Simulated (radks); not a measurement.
Results of a calculation; reference values are marked as such.
Numerical settings for neutral bismuth, [Hg] 6p3. Code: a radial shooting solver on a logarithmic mesh with Libxc functionals. Model: scalar-relativistic Kohn-Sham, PBE, spin-unpolarised, spherical densities, point nucleus. The defaults (mesh step 0.008 in ln r, mesh end at 40 bohr or more with all orbitals vanishing there, Anderson mixing 0.5 over 9 steps, residual threshold near 1e-9 with the energy settled to 1e-9 hartree or 1e-11 of itself, here a cap of 72 iterations) give E = -21530.771 hartree and 6p at -4.571 eV in 13 iterations. Run on one thread of a shared host, so times are rough (Intel(R) Xeon(R) Platinum 8488C): 0.22 s of CPU time, 0.22 s wall, 13 iterations on 2728 mesh points. Changes against that run (0 stands for a change within the tolerance of the run):

| setting | iterations | converged | E (mhartree) | e(6p) (meV) | CPU (s) |
|---|---|---|---|---|---|
| mesh step in ln r 0.005 | 13 | yes | 0 | 0 | 0.34 |
| mesh step in ln r 0.08 | 4 | no | diverged | - | 0.07 |
| mesh step in ln r 0.12 | 4 | no | diverged | - | 0.01 |
| mesh end (bohr) 400 | 13 | yes | 0 | 0 | 0.21 |
| mesh end (bohr) 12 | 13 | yes | +0.0558 | +5.46 | 0.2 |
| residual threshold 1e-16 | 72 | no | 0 | 0 | 0.5 |
| residual threshold 1e-05 | 9 | yes | 0 | -0.0503 | 0.16 |
| mixing 0.2 | 17 | yes | 0 | 0 | 0.26 |
| linear mixing, mixing 0.2 | 72 | no | 0 | 0 | 1.1 |
| linear mixing, mixing 0.5 | 30 | yes | 0 | 0 | 0.51 |
| mixing history 3 | 16 | yes | 0 | 0 | 0.31 |
| iteration cap 8 | 8 | no | 0 | -0.0503 | 0.18 |

No run marked as converged misses the energy by more than 1 mhartree. A mesh that ends early acts as a hard wall.
